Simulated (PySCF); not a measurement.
## Radial density of F (fluorine, neutral)

UHF, [He] 2s2 2p5, 2P determinant. All numbers are calculated (PySCF 2.14, scalar relativity by spin-free X2C-1e, in jorge-DZP-DKH).

```csv
r (bohr),4πr²ρ (e/bohr),4πr²(ρα − ρβ)
0.00254,0.03624,0.0000
0.00427,0.1001,0.0000
0.00718,0.2677,0.0000
0.0121,0.6797,0.0001
0.0203,1.643,0.0003
0.0342,3.600,0.0010
0.0575,6.706,0.0043
0.0967,9.469,0.0207
0.163,8.638,0.0914
0.274,4.808,0.3122
0.460,4.706,0.7430
0.774,6.285,0.9253
1.30,3.487,0.4629
2.19,0.6541,0.0670
3.68,0.02353,0.0025
```

Densities and radii are taken from the X2C orbitals without a picture-change correction, which distorts them close to the nucleus.
